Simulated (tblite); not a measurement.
A geometry optimisation, step by step.

Compound: C₂H₁₁FO₂Si₃.
Atom-mapped SMILES: `[CH3:1][O:2][Si:3]([F:4])([O:5][CH3:6])[SiH2:7][SiH3:8]` (hydrogens: H9, H10, H11 on C1; H12, H13, H14 on C6; H15, H16 on Si7; H17, H18, H19 on Si8)

Computed with GFN2-xTB (tblite), gas phase: L-BFGS steps from a force-field or distance-geometry start until the largest atomic force falls under 0.01 eV/Å. 7 of its 113 geometries are shown.

Step 0: E = -763.6197 eV, largest atomic force 1.395 eV/Å
```
atom  x, y, z in Å  |  force x, y, z in eV/Å
C1      0.855    2.340    1.288   -0.608   0.357   0.453
O2      0.093    1.142    1.274    0.633  -0.403  -1.132
Si3     0.343    0.071    0.030    0.115  -0.555   1.275
F4      0.106    0.889   -1.349    0.149   0.093  -0.035
O5      1.913   -0.453    0.044   -0.474   0.494  -1.073
C6      2.552   -0.688   -1.208    0.619  -0.258   0.551
Si7    -1.125   -1.701    0.162    0.322   0.286   0.346
Si8    -3.178   -0.708   -0.002   -0.711  -0.124  -0.118
H9      0.632    2.950    0.407    0.125  -0.155   0.019
H10     1.918    2.144    1.360    0.156  -0.138  -0.120
H11     0.554    2.916    2.173   -0.015  -0.183  -0.086
H12     2.030   -1.456   -1.788   -0.058   0.229   0.084
H13     2.642    0.239   -1.777   -0.179  -0.107  -0.044
H14     3.572   -1.054   -1.004   -0.343   0.102   0.068
H15    -0.996   -2.447    1.453    0.079   0.119  -0.472
H16    -0.910   -2.676   -0.936    0.099   0.082   0.219
H17    -3.327    0.009   -1.297   -0.074  -0.123   0.359
H18    -3.429    0.238    1.105   -0.027  -0.117  -0.248
H19    -4.253   -1.744    0.056    0.193   0.400  -0.045
```

Step 19: E = -763.8936 eV, largest atomic force 0.201 eV/Å
```
atom  x, y, z in Å  |  force x, y, z in eV/Å
C1      0.841    2.343    1.340    0.028  -0.017   0.011
O2      0.195    1.094    1.239    0.052   0.015  -0.097
Si3     0.407    0.040    0.034   -0.060   0.019  -0.126
F4      0.068    0.824   -1.370    0.051  -0.045   0.180
O5      1.989   -0.304   -0.098   -0.071   0.046  -0.003
C6      2.663   -0.712   -1.261   -0.053   0.009   0.027
Si7    -1.155   -1.610    0.227    0.106   0.081  -0.062
Si8    -3.293   -0.735    0.007    0.086   0.032   0.031
H9      0.617    2.953    0.462    0.019  -0.009   0.047
H10     1.921    2.203    1.415   -0.026   0.017  -0.021
H11     0.479    2.843    2.236   -0.066  -0.025   0.039
H12     2.107   -1.505   -1.765    0.059  -0.001  -0.035
H13     2.767    0.141   -1.937    0.030  -0.106  -0.031
H14     3.646   -1.080   -0.970    0.001   0.017   0.003
H15    -0.948   -2.433    1.429   -0.031   0.039   0.019
H16    -0.852   -2.579   -0.852   -0.067   0.004   0.018
H17    -3.476   -0.016   -1.252    0.021   0.056  -0.111
H18    -3.591    0.232    1.065   -0.005   0.052   0.080
H19    -4.394   -1.691    0.042   -0.073  -0.185   0.032
```

Step 37: E = -763.9403 eV, largest atomic force 0.070 eV/Å
```
atom  x, y, z in Å  |  force x, y, z in eV/Å
C1      0.817    2.339    1.411   -0.020  -0.025  -0.011
O2      0.249    1.076    1.176   -0.033   0.003  -0.007
Si3     0.430    0.106   -0.097   -0.009  -0.021   0.006
F4      0.051    0.955   -1.439    0.035  -0.014   0.036
O5      2.007   -0.228   -0.248   -0.016  -0.006  -0.029
C6      2.734   -0.785   -1.308    0.003   0.007   0.006
Si7    -1.149   -1.506    0.208   -0.025   0.001  -0.042
Si8    -3.324   -0.726    0.025    0.021   0.019   0.010
H9      0.588    3.009    0.581    0.028   0.035   0.030
H10     1.901    2.257    1.520   -0.036   0.003  -0.002
H11     0.383    2.732    2.331    0.015  -0.009  -0.010
H12     2.222   -1.652   -1.730   -0.009   0.016   0.036
H13     2.878   -0.041   -2.094   -0.027  -0.026  -0.010
H14     3.705   -1.089   -0.916    0.013  -0.022  -0.009
H15    -0.965   -2.265    1.457    0.049   0.048   0.014
H16    -0.958   -2.561   -0.811    0.056   0.006  -0.025
H17    -3.575   -0.025   -1.238   -0.012  -0.008  -0.035
H18    -3.699    0.226    1.075   -0.004  -0.003   0.040
H19    -4.306   -1.812    0.089   -0.028  -0.004   0.002
```

Step 56: E = -763.9569 eV, largest atomic force 0.066 eV/Å
```
atom  x, y, z in Å  |  force x, y, z in eV/Å
C1      0.788    2.332    1.446    0.002   0.026   0.013
O2      0.192    1.108    1.108    0.013   0.051  -0.013
Si3     0.431    0.170   -0.176    0.034  -0.011   0.028
F4      0.138    1.045   -1.520   -0.005  -0.005  -0.003
O5      2.007   -0.199   -0.266    0.027  -0.010  -0.059
C6      2.710   -0.838   -1.296   -0.011   0.003  -0.023
Si7    -1.124   -1.455    0.147   -0.009  -0.023  -0.009
Si8    -3.324   -0.741    0.023    0.018   0.004   0.000
H9      0.595    3.075    0.669   -0.004   0.002   0.005
H10     1.866    2.215    1.564    0.001  -0.013   0.005
H11     0.351    2.666    2.387    0.000  -0.003   0.002
H12     2.192   -1.744   -1.621    0.015   0.002   0.045
H13     2.813   -0.170   -2.156   -0.005  -0.012   0.025
H14     3.700   -1.099   -0.918   -0.051   0.015   0.002
H15    -0.877   -2.122    1.438    0.001  -0.032  -0.011
H16    -0.876   -2.541   -0.827   -0.004   0.002  -0.003
H17    -3.633   -0.039   -1.228   -0.012  -0.003  -0.014
H18    -3.671    0.187    1.103   -0.014   0.016   0.019
H19    -4.290   -1.841    0.117    0.004  -0.009  -0.007
```

Step 75: E = -763.9663 eV, largest atomic force 0.043 eV/Å
```
atom  x, y, z in Å  |  force x, y, z in eV/Å
C1      0.796    2.374    1.478   -0.001  -0.004  -0.005
O2      0.160    1.200    1.049    0.014  -0.018   0.012
Si3     0.430    0.223   -0.197    0.003  -0.006  -0.006
F4      0.128    1.031   -1.580   -0.006   0.024  -0.005
O5      2.010   -0.131   -0.282    0.005  -0.017   0.010
C6      2.666   -0.880   -1.268   -0.009   0.004   0.010
Si7    -1.091   -1.441    0.101   -0.010  -0.011   0.005
Si8    -3.302   -0.753    0.018   -0.017   0.001   0.006
H9      0.640    3.177    0.756   -0.003  -0.008  -0.007
H10     1.867    2.206    1.600   -0.001   0.001   0.001
H11     0.356    2.654    2.436    0.014   0.007  -0.006
H12     2.153   -1.831   -1.438   -0.002   0.016   0.002
H13     2.695   -0.321   -2.206    0.015  -0.040   0.000
H14     3.682   -1.077   -0.924   -0.012   0.040   0.003
H15    -0.820   -2.172    1.353    0.004   0.008  -0.022
H16    -0.840   -2.486   -0.918   -0.006   0.019  -0.001
H17    -3.653   -0.054   -1.224    0.006  -0.025   0.012
H18    -3.648    0.168    1.108   -0.001  -0.007   0.001
H19    -4.238   -1.878    0.130    0.006   0.017  -0.010
```

Step 93: E = -763.9727 eV, largest atomic force 0.042 eV/Å
```
atom  x, y, z in Å  |  force x, y, z in eV/Å
C1      0.819    2.383    1.481    0.007   0.011   0.003
O2      0.165    1.214    1.063   -0.002   0.005   0.017
Si3     0.414    0.266   -0.210   -0.008   0.009   0.011
F4      0.097    1.117   -1.564    0.012  -0.005   0.005
O5      1.994   -0.077   -0.305   -0.014  -0.015   0.017
C6      2.642   -0.910   -1.225    0.005   0.014   0.000
Si7    -1.086   -1.422    0.054    0.006  -0.011  -0.004
Si8    -3.307   -0.771    0.029   -0.017  -0.005  -0.004
H9      0.665    3.183    0.756   -0.005   0.003  -0.007
H10     1.889    2.204    1.592    0.010  -0.010  -0.009
H11     0.396    2.673    2.442   -0.012   0.003   0.003
H12     2.174   -1.897   -1.252    0.002   0.006   0.019
H13     2.600   -0.473   -2.224    0.018  -0.007  -0.037
H14     3.680   -1.006   -0.910    0.013  -0.006  -0.010
H15    -0.752   -2.217    1.252   -0.016   0.006  -0.004
H16    -0.846   -2.404   -1.027    0.000  -0.004  -0.009
H17    -3.663   -0.093   -1.223   -0.016   0.009   0.020
H18    -3.659    0.145    1.121    0.005  -0.009  -0.019
H19    -4.231   -1.906    0.141    0.013   0.004   0.008
```

Step 112: E = -763.9750 eV, largest atomic force 0.009 eV/Å
```
atom  x, y, z in Å  |  force x, y, z in eV/Å
C1      0.831    2.390    1.480   -0.002   0.002   0.002
O2      0.175    1.216    1.077    0.001   0.001   0.000
Si3     0.416    0.280   -0.207    0.000  -0.001   0.000
F4      0.103    1.152   -1.549    0.008  -0.003  -0.003
O5      1.996   -0.064   -0.307    0.000  -0.007   0.002
C6      2.643   -0.922   -1.204    0.004  -0.006  -0.004
Si7    -1.090   -1.409    0.013    0.005  -0.007   0.003
Si8    -3.318   -0.779    0.024   -0.006  -0.003   0.005
H9      0.669    3.183    0.749    0.001   0.003   0.001
H10     1.901    2.212    1.585   -0.004   0.000  -0.002
H11     0.412    2.687    2.442   -0.001   0.004   0.001
H12     2.207   -1.923   -1.158    0.003  -0.001  -0.002
H13     2.559   -0.547   -2.226    0.000   0.002   0.004
H14     3.694   -0.971   -0.919   -0.001   0.006   0.000
H15    -0.769   -2.227    1.198    0.003   0.000  -0.009
H16    -0.840   -2.367   -1.088   -0.008   0.005   0.001
H17    -3.732   -0.095   -1.206    0.001   0.001  -0.002
H18    -3.651    0.125    1.130   -0.003   0.001   0.002
H19    -4.215   -1.933    0.160   -0.001   0.000   0.001
```

**Question.** Summarise the path.

**Answer.** The energy falls by 0.3553 eV from step 0 to step 112; nine tenths of that is first reached at step 37. It falls at every step. The largest force goes from 1.395 to 0.009 eV/Å. Among the bonds O2–Si3 changes most, from 1.660 to 1.607 Å; the atoms move by 0.413 Å rms after alignment.

**Question.** Follow the three bonds and two angles with the largest change from start to end.

**Answer.** 
| step | E above end (eV) | largest force (eV/Å) | O2–Si3 (Å) | Si3–O5 (Å) | Si3–Si7 (Å) | Si3–Si7–Si8 (°) | C1–O2–Si3 (°) |
| --- | --- | --- | --- | --- | --- | --- | --- |
| 0 | 0.3553 | 1.395 | 1.660 | 1.655 | 2.305 | 103.5 | 118.2 |
| 5 | 0.1728 | 0.267 | 1.616 | 1.618 | 2.259 | 106.0 | 124.0 |
| 10 | 0.1240 | 0.231 | 1.612 | 1.621 | 2.269 | 108.7 | 123.3 |
| 15 | 0.0946 | 0.129 | 1.613 | 1.624 | 2.274 | 109.5 | 125.1 |
| 19 | 0.0813 | 0.201 | 1.615 | 1.625 | 2.281 | 110.5 | 124.9 |
| 24 | 0.0617 | 0.187 | 1.610 | 1.620 | 2.268 | 112.3 | 126.8 |
| 29 | 0.0479 | 0.140 | 1.612 | 1.623 | 2.282 | 113.5 | 128.1 |
| 34 | 0.0390 | 0.121 | 1.610 | 1.619 | 2.275 | 113.9 | 128.8 |
| 39 | 0.0328 | 0.107 | 1.610 | 1.619 | 2.278 | 113.8 | 129.1 |
| 44 | 0.0265 | 0.100 | 1.610 | 1.619 | 2.275 | 113.7 | 129.3 |
| 49 | 0.0222 | 0.103 | 1.608 | 1.619 | 2.272 | 114.9 | 129.8 |
| 54 | 0.0192 | 0.067 | 1.609 | 1.621 | 2.272 | 115.2 | 129.6 |
| 58 | 0.0169 | 0.056 | 1.607 | 1.620 | 2.273 | 115.1 | 130.2 |
| 63 | 0.0148 | 0.084 | 1.607 | 1.620 | 2.277 | 115.3 | 131.0 |
| 68 | 0.0116 | 0.073 | 1.606 | 1.621 | 2.275 | 115.2 | 131.8 |
| 73 | 0.0093 | 0.056 | 1.607 | 1.622 | 2.276 | 114.7 | 132.2 |
| 78 | 0.0078 | 0.037 | 1.606 | 1.620 | 2.273 | 114.7 | 132.2 |
| 83 | 0.0063 | 0.049 | 1.606 | 1.620 | 2.272 | 115.0 | 132.7 |
| 88 | 0.0039 | 0.042 | 1.606 | 1.620 | 2.271 | 114.9 | 131.7 |
| 93 | 0.0023 | 0.042 | 1.607 | 1.620 | 2.273 | 115.0 | 130.9 |
| 97 | 0.0015 | 0.023 | 1.608 | 1.620 | 2.274 | 115.1 | 130.6 |
| 102 | 0.0010 | 0.025 | 1.608 | 1.620 | 2.273 | 115.3 | 130.4 |
| 107 | 0.0002 | 0.020 | 1.608 | 1.620 | 2.273 | 115.6 | 130.2 |
| 112 | 0.0000 | 0.009 | 1.607 | 1.620 | 2.273 | 115.9 | 130.3 |

The cost below is that of the whole relaxation. On one thread of an Arm Neoverse N1, no GPU, on a shared host, this took 1.9 s wall.
